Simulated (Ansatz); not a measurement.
One change: `CC(F)BF` becomes `CBC(C)F`.

Ansatz, PBE0-D4/def2-TZVP geometries, multiplicity 1. Each molecule was computed in one conformer, which needn't be the lowest.

```csv
property,`CC(F)BF`
size of the dipole moment (PBE/def2-TZVPP) / D,1.22
LUMO energy (ωB97M-V/def2-TZVPP) / eV,0.95
LUMO energy (B3LYP/def2-TZVPP) / eV,-1.28
size of the dipole moment (B3LYP/def2-TZVPP) / D,1.20
HOMO energy (B3LYP/def2-TZVPP) / eV,-8.42
LUMO energy (PBE0/def2-TZVPP) / eV,-1.00
```

(1) What does the change do to each property? (An estimate is asked.)

Answers

(1) Ansatz gave: 
```tsv
property	`CBC(C)F`	shift
size of the dipole moment (PBE/def2-TZVPP) / D	1.27	0.05
LUMO energy (ωB97M-V/def2-TZVPP) / eV	0.91	-0.04
LUMO energy (B3LYP/def2-TZVPP) / eV	-1.27	0.01
size of the dipole moment (B3LYP/def2-TZVPP) / D	1.43	0.23
HOMO energy (B3LYP/def2-TZVPP) / eV	-8.14	0.28
LUMO energy (PBE0/def2-TZVPP) / eV	-1.02	-0.02
```

Dipoles are sizes alone; their direction can turn.

B3LYP here is the variant with VWN-RPA as its local correlation; programs differ in this.
